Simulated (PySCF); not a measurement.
Numbering as in the mapped SMILES `[CH2:1]=[CH:2][CH2:3][N:4]([SiH3:5])[SiH3:6]`. Hydrogens are named by the atom that carries them. Ha(C1) is cis to C3; Hb(C1) is trans to C3.

GIAO PBE0/pcSseg-1 shifts (PySCF 2.14.0 with density-fitted response routines, gas phase, non-relativistic, equivalent atoms averaged), each against references optimised in the same way as the molecule (TMS, NH3).

On the GFN2-xTB geometry: C2 143.9, C1 122.1, C3 59.9, N4 14.6, Si5/Si6 -47.1, H(C2) 6.21, Hb(C1) 5.42, Ha(C1) 5.38, H(Si5)/H(Si6) 4.71, H(C3) 3.61 ppm.

What changes on the PBE0-D3(BJ)/def2-SVP geometry?

Results:


```tsv
atoms	δ (ppm)	change
C2	146.4	+2.5
C1	124.5	+2.4
C3	56.5	-3.4
N4	10.3	-4.3
Si5/Si6	-43.4	+3.7
H(C2)	6.07	-0.14
Hb(C1)	5.39	-0.03
Ha(C1)	5.45	+0.07
H(Si5)/H(Si6)	4.66	-0.05
H(C3)	3.41	-0.20
```

Part of each change is the reference's own: σ(TMS, C) goes from 186.9 to 184.4 ppm, σ(NH3, N) goes from 267.7 to 265.7 ppm, σ(TMS, Si) goes from 349.2 to 352.0 ppm, σ(TMS, H) goes from 31.72 to 31.27 ppm.

Bonds between heavy atoms that differ most (equivalent bonds averaged): C1–C2 1.319 → 1.333 Å, C3–N4 1.455 → 1.466 Å, N4–Si5 1.736 → 1.747 Å, C2–C3 1.496 → 1.500 Å. Mean change of bonds to hydrogen: C–H +0.014 Å, Si–H +0.031 Å. The two structures also differ in conformation, which adds to the changes.
